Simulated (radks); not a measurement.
Spherical quantum dot in the effective-mass picture: electrons in a hard-walled sphere of radius 6.58, all in effective atomic units (hartree* = m*/eps^2 hartree, bohr* = eps/m* bohr), one dielectric constant everywhere. Calculated with a radial shooting solver with Libxc functionals: non-relativistic Kohn-Sham, LDA (Slater exchange, Perdew-Wang correlation), spin-polarised, spherical densities. Levels are named by radial order and angular momentum (1s, 1p, 1d, 2s, ...), and open shells are averaged over m.

N = 23, configuration 1s2 1p6 1d10 1f(up 5, down 0). This is the lowest configuration that the search found. Occupied and some empty levels:

level    occupation  eigenvalue (hartree*)  <r> (bohr*)
1s up             1                 4.3276        4.790
1s down           1                 4.3566        4.768
1p up             3                 4.3765        4.866
1p down           3                 4.4062        4.851
1d up             5                 4.4679        4.950
1d down           5                 4.4983        4.942
1f up             5                 4.5979        5.032
1f down           0                 4.6289        5.027
1g up             0                 4.7637        5.106
1g down           0                 4.7951        5.104
2s up             0                 4.8518        2.979
2s down           0                 4.8607        2.962
2p up             0                 5.0256        3.478
2p down           0                 5.0382        3.464
2d up             0                 5.2440        3.793
2d down           0                 5.2596        3.782

Energy (hartree*): total 54.7568, kinetic 10.937, external 0, Hartree 49.965, exchange-correlation -6.1453.
